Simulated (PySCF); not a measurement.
Molfile (atoms numbered from 1):
```
C8H16
     RDKit          3D

 24 24  0  0  0  0  0  0  0  0999 V2000
   -2.9022    0.3187    0.2098 C   0  0  0  0  0  0  0  0  0  0  0  0
   -1.8120   -0.4412   -0.5299 C   0  0  0  0  0  0  0  0  0  0  0  0
   -0.4109   -0.3020    0.0642 C   0  0  0  0  0  0  0  0  0  0  0  0
    0.5726   -1.2617   -0.6078 C   0  0  0  0  0  0  0  0  0  0  0  0
    1.9817   -1.1482   -0.0371 C   0  0  0  0  0  0  0  0  0  0  0  0
    2.4988    0.2841   -0.1110 C   0  0  0  0  0  0  0  0  0  0  0  0
    1.5340    1.2500    0.5672 C   0  0  0  0  0  0  0  0  0  0  0  0
    0.1250    1.1298   -0.0045 C   0  0  0  0  0  0  0  0  0  0  0  0
   -3.8908    0.1341   -0.2372 H   0  0  0  0  0  0  0  0  0  0  0  0
   -2.9539    0.0121    1.2671 H   0  0  0  0  0  0  0  0  0  0  0  0
   -2.7348    1.4064    0.1902 H   0  0  0  0  0  0  0  0  0  0  0  0
   -1.7826   -0.1164   -1.5860 H   0  0  0  0  0  0  0  0  0  0  0  0
   -2.0726   -1.5136   -0.5565 H   0  0  0  0  0  0  0  0  0  0  0  0
   -0.4690   -0.5828    1.1351 H   0  0  0  0  0  0  0  0  0  0  0  0
    0.2038   -2.2972   -0.5169 H   0  0  0  0  0  0  0  0  0  0  0  0
    0.5980   -1.0385   -1.6911 H   0  0  0  0  0  0  0  0  0  0  0  0
    1.9712   -1.4745    1.0187 H   0  0  0  0  0  0  0  0  0  0  0  0
    2.6646   -1.8335   -0.5650 H   0  0  0  0  0  0  0  0  0  0  0  0
    2.6149    0.5732   -1.1714 H   0  0  0  0  0  0  0  0  0  0  0  0
    3.5011    0.3570    0.3416 H   0  0  0  0  0  0  0  0  0  0  0  0
    1.5044    1.0309    1.6500 H   0  0  0  0  0  0  0  0  0  0  0  0
    1.8957    2.2869    0.4730 H   0  0  0  0  0  0  0  0  0  0  0  0
    0.1312    1.4505   -1.0636 H   0  0  0  0  0  0  0  0  0  0  0  0
   -0.5530    1.8198    0.5225 H   0  0  0  0  0  0  0  0  0  0  0  0
  1  2  1  0
  2  3  1  0
  3  4  1  0
  4  5  1  0
  5  6  1  0
  6  7  1  0
  7  8  1  0
  8  3  1  0
  1  9  1  0
  1 10  1  0
  1 11  1  0
  2 12  1  0
  2 13  1  0
  3 14  1  0
  4 15  1  0
  4 16  1  0
  5 17  1  0
  5 18  1  0
  6 19  1  0
  6 20  1  0
  7 21  1  0
  7 22  1  0
  8 23  1  0
  8 24  1  0
M  END
```

Non-relativistic, single conformer, isolated molecule, averaged over atoms made equivalent by symmetry, fast rotation or ring inversion. Geometry from PBE0-D3(BJ)/def2-SVP; shielding tensors at CAM-B3LYP/pcSseg-1 (GIAO); PySCF 2.14.0 with density-fitted response routines.

Shifts are taken against calculated references (same method and geometry level): 13C and 1H vs TMS.

```tsv
atoms	nucleus	count	δ (ppm)
C6	13C	1	29.2
H17/H21	1H	2	1.14
H9/H10/H11	1H	3	0.97
H12/H13	1H	2	?
H16/H23	1H	2	?
H20	1H	1	?
C4/C8	13C	2	35.6
C2	13C	1	33.6
C1	13C	1	13.4
H19	1H	1	1.05
C3	13C	1	?
C5/C7	13C	2	29.0
H15/H24	1H	2	1.59
H18/H22	1H	2	?
H14	1H	1	0.68
```

Task: Fill in the missing shifts.

Result: 
- C3: 41.5 ppm, sp3 CH in a ring; saturated and bonded to C and H only
- H18/H22: 1.59 ppm, hydrogen on an sp3 CH2 in a ring; far from electronegative atoms and π systems
- H20: 1.52 ppm, hydrogen on an sp3 CH2 in a ring; far from electronegative atoms and π systems
- H12/H13: 1.02 ppm, hydrogen on an sp3 CH2; far from electronegative atoms and π systems
- H16/H23: 0.62 ppm, hydrogen on an sp3 CH2 in a ring; far from electronegative atoms and π systems

Shifts are as computed, not scaled to solution data. Of 1211 compounds with measured shifts, 218 miss one by over three times the rms of a fit or turn the order of signals round; such compounds aren't used in these exercises.
